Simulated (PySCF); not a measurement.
**Charge on either side of a bond**

C₇H₁₃NOSi.
SMILES with atom numbers: `[CH2:1]=[C:2]([CH3:3])[CH2:4][C:5](=[O:6])[C:7](=[CH2:8])[SiH2:9][NH2:10]` (hydrogens: H11, H12 on C1; H13, H14, H15 on C3; H16, H17 on C4; H18, H19 on C8; H20, H21 on Si9; H22, H23 on N10)

Geometry (GFN2-xTB, Å), atoms numbered from 1 in this order:
```
atom  x, y, z in Å
C1     2.5655    0.3537    1.3903
C2     2.1248   -0.1347    0.2421
C3     2.8811   -0.0087   -1.0430
C4     0.7945   -0.8232    0.1392
C5    -0.2722    0.0374   -0.5214
O6    -0.0563    1.1295   -0.9982
C7    -1.6247   -0.5433   -0.4718
C8    -1.9153   -1.7127   -1.0242
Si9   -2.9399    0.5442    0.3646
N10   -2.0675    1.8107    1.1251
H11    1.9997    0.2657    2.3027
H12    3.5096    0.8661    1.4627
H13    2.2883    0.5638   -1.7552
H14    3.8310    0.4962   -0.8904
H15    3.0694   -0.9922   -1.4746
H16    0.4174   -1.1018    1.1259
H17    0.8765   -1.7379   -0.4555
H18   -1.1878   -2.3071   -1.5582
H19   -2.9159   -2.1117   -0.9979
H20   -3.9379    0.9108   -0.6526
H21   -3.5644   -0.2267    1.4430
H22   -1.3134    2.2392    0.6085
H23   -2.5674    2.5099    1.6490
```

Atomic charges (e) from the PBE0/pcSseg-1 density (PySCF):

```tsv
atom	Mulliken	IAO	Hirshfeld	ESP-fitted
C1	-0.0482	-0.3385	-0.1167	-0.6422
C2	-0.4310	+0.0415	+0.0131	+0.4462
C3	-0.1538	-0.4270	-0.1220	-0.6023
C4	-0.1552	-0.3139	-0.0761	-0.7207
C5	+0.2852	+0.3933	+0.1711	+0.9184
O6	-0.3800	-0.4215	-0.2108	-0.5473
C7	-0.5349	-0.3082	-0.0918	-0.4198
C8	-0.0624	-0.2746	-0.0748	-0.3131
Si9	+0.8218	+0.9090	+0.3667	+0.7301
N10	-0.6306	-0.8455	-0.3194	-1.0457
H11	+0.0986	+0.1431	+0.0411	+0.2089
H12	+0.1001	+0.1452	+0.0428	+0.2175
H13	+0.1447	+0.1625	+0.0383	+0.1814
H14	+0.1097	+0.1457	+0.0458	+0.1658
H15	+0.1152	+0.1405	+0.0406	+0.1556
H16	+0.1533	+0.1642	+0.0527	+0.2133
H17	+0.1510	+0.1540	+0.0510	+0.2067
H18	+0.1159	+0.1464	+0.0498	+0.1562
H19	+0.1193	+0.1523	+0.0539	+0.1775
H20	-0.1139	-0.1628	-0.0908	-0.1589
H21	-0.1104	-0.1418	-0.0857	-0.1248
H22	+0.2137	+0.2728	+0.1012	+0.3904
H23	+0.1915	+0.2634	+0.1199	+0.4068
```

Problem. Cut each of the bonds C1–C2, C2–C4, C3–C2, C4–C5, C7–C5, C8–C7, Si9–C7 and N10–Si9 in turn and sum the charges on the side of the atom named first.

Solution. In e; the other side holds the opposite charge:

```json
{"bond cut": "C1–C2", "piece": "CH2", "atoms": "3", "Mulliken": "+0.150", "IAO": "-0.050", "Hirshfeld": "-0.033", "ESP-fitted": "-0.216"}
{"bond cut": "C2–C4", "piece": "C3H5", "atoms": "8", "Mulliken": "-0.065", "IAO": "+0.013", "Hirshfeld": "-0.017", "ESP-fitted": "+0.131"}
{"bond cut": "C3–C2", "piece": "CH3", "atoms": "4", "Mulliken": "+0.216", "IAO": "+0.022", "Hirshfeld": "+0.003", "ESP-fitted": "-0.099"}
{"bond cut": "C4–C5", "piece": "C4H7", "atoms": "11", "Mulliken": "+0.084", "IAO": "+0.017", "Hirshfeld": "+0.011", "ESP-fitted": "-0.170"}
{"bond cut": "C7–C5", "piece": "C2H6NSi", "atoms": "10", "Mulliken": "+0.010", "IAO": "+0.011", "Hirshfeld": "+0.029", "ESP-fitted": "-0.201"}
{"bond cut": "C8–C7", "piece": "CH2", "atoms": "3", "Mulliken": "+0.173", "IAO": "+0.024", "Hirshfeld": "+0.029", "ESP-fitted": "+0.021"}
{"bond cut": "Si9–C7", "piece": "SiNH4", "atoms": "6", "Mulliken": "+0.372", "IAO": "+0.295", "Hirshfeld": "+0.092", "ESP-fitted": "+0.198"}
{"bond cut": "N10–Si9", "piece": "NH2", "atoms": "3", "Mulliken": "-0.225", "IAO": "-0.309", "Hirshfeld": "-0.098", "ESP-fitted": "-0.248"}
```

Extremes among these pieces. Mulliken: lowest NH2 at N10, highest SiNH4 at Si9; IAO: lowest NH2 at N10, highest SiNH4 at Si9; Hirshfeld: lowest NH2 at N10, highest SiNH4 at Si9; ESP-fitted: lowest NH2 at N10, highest SiNH4 at Si9.

Problem. Do the schemes agree better on the pieces than on the single atoms at the cuts?

Solution. The spread between schemes averages 0.251 e for the pieces and 0.570 e for the atoms named first; it is smaller for the piece at 8 of the 8 cuts. On average they agree better on the pieces. The sign differs between schemes (beyond ±0.03 e) for CH2 at C1, C3H5 at C2, CH3 at C3 and C4H7 at C4.

Isolated species at its GFN2-xTB geometry (one conformer only).
